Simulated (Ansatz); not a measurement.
SiB₃. The state is a quartet with charge 0. Geometry r2SCAN-D4/def2-TZVP; atoms count from 1.

```csv
atom,x (Å),y (Å),z (Å)
B1,0.432,0.648,0.248
B2,0.936,-0.780,0.913
B3,-0.331,-0.733,-0.149
Si4,-1.038,0.864,-1.011
```

At PBE0-D4/def2-TZVP a doublet of charge 0 lies 0.92 eV below the quartet, each at its own geometry. The structure comes from a short search, and lower isomers may exist.

Problem. Estimate the Mulliken populations from the PBE0/def2-TZVP orbitals of Ansatz.

Solution. 
| atom | charge (e) | spin (α − β) |
| --- | --- | --- |
| B1 | -0.06 | 0.76 |
| B2 | 0.01 | 1.18 |
| B3 | -0.06 | 0.76 |
| Si4 | 0.12 | 0.29 |
Mulliken values and Mayer orders depend strongly on the basis.

Problem. Where does the spin sit?

Solution. Summed by element: B 2.71, Si 0.29, of 3 unpaired in all. Largest on single atoms: B2 1.18, B3 0.76, B1 0.76.

Problem. And the Mayer bond orders between bonded heavy atoms (over 0.3)?

Solution. B1–B2 1.06 (1.65 Å); B1–B3 0.96 (1.63 Å); B1–Si4 1.12 (1.95 Å); B2–B3 1.06 (1.65 Å); B3–Si4 1.12 (1.95 Å). Values over 0.3 also appear between atoms too far apart for a bond (B2–Si4 0.35 at 3.21 Å); they arise where an orbital or an unpaired electron spreads over both atoms.
